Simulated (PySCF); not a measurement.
From computed data to an observable: dipole moment from atomic charges

C2H5OS, SMILES [CH2]S(C)=O, multiplicity 2. Atoms are numbered in the order given.

```xyz
9

C      1.2025    -0.5600     0.9157
S      0.1493    -0.0866    -0.3867
C     -1.4901    -0.5228     0.3588
O      0.1697     1.4044    -0.6333
H      1.2506    -1.6394     1.1379
H      2.1087     0.0578     1.0184
H     -1.6326     0.1257     1.2427
H     -1.5055    -1.5955     0.6304
H     -2.2419    -0.3022    -0.4219
```
Charge 0, spin multiplicity 2.

Geometry: PBE-D3(BJ)/def2-SVP. The isomer is the one that the SMILES or the coordinates give; other isomers of the formula were not compared.

Charges (e) from M06-2X/def2-TZVP run with PySCF:

```json
[
 {"atom": "C1", "Mulliken": "-0.395", "ESP fit": "-0.385"},
 {"atom": "S2", "Mulliken": "0.526", "ESP fit": "0.330"},
 {"atom": "C3", "Mulliken": "-0.430", "ESP fit": "-0.627"},
 {"atom": "O4", "Mulliken": "-0.562", "ESP fit": "-0.427"},
 {"atom": "H5", "Mulliken": "0.171", "ESP fit": "0.185"},
 {"atom": "H6", "Mulliken": "0.191", "ESP fit": "0.217"},
 {"atom": "H7", "Mulliken": "0.178", "ESP fit": "0.248"},
 {"atom": "H8", "Mulliken": "0.152", "ESP fit": "0.220"},
 {"atom": "H9", "Mulliken": "0.169", "ESP fit": "0.238"}
]
```

The dipole moment of the full density is 4.03 D.

Q: What dipole moment does each set of point charges give, and which comes closer to that of the density?

A: 
μ = Σ q r, and 1 e Å = 4.8032 D.
Mulliken: Σ q r = (-0.133, -0.929, 0.271) e Å, |μ| = 4.69 D.
ESP fit: Σ q r = (-0.133, -0.767, 0.343) e Å, |μ| = 4.09 D.
ESP fit comes closer in size. Point charges leave out the atoms' own dipoles (lone pairs, polarised bonds); fits to the potential absorb them, partitions of the density don't.
